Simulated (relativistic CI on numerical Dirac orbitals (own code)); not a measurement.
Lu²⁺: what numerical and physical settings do to a radial Dirac CI calculation

Reference input:

```
atom Lu  Z=71  charge=2  electrons=69
nucleus A=175  rms_radius_fm=5.3700
hamiltonian dirac-coulomb  breit=on  qed=on  c_scale=1
orbitals kli  potential=per-configuration
slater_scale 1
correlation none
mixing on
grid step=0.0125 r_max=86.5
scf mixing=0.4 start=green max_iterations=150 tolerance=2e-08 node_fill=0.05
configurations
  [Xe] 4f14 6s
end
```

Computed lowest total energy -14546.86444 Ha, 13 SCF steps. Runs with settings changed; * marks those that are bad on purpose (the QED terms keep the true α when c is scaled):

```csv
Changed,Outcome,Lowest level,ΔE (Ha),First excitation (cm⁻¹),SCF steps,Message
"end of the grid at 43.25 bohr, SCF mixing 0.2",converged,6s ²S1/2,6.7e-09,,19,
QED terms off,converged,6s ²S1/2,-10,,13,
"Slater scale 1.2, start potential bare, SCF mixing 0.9",converged,6s ²S1/2,-3.82e-11,,20,
"QED terms off, speed of light × 2",converged,6s ²S1/2,538,,13,
SCF mixing 1.8 *,converged,6s ²S1/2,-3.2e-10,,19,
grid step 0.6 *,refused,,,,0,"the grid has 31 points, outside 40 to 4096"
```

With so few configurations and no correlation, terms lie too far apart (by 10 to 50 % near neutrality), their order can be wrong, and levels of other configurations are missing.
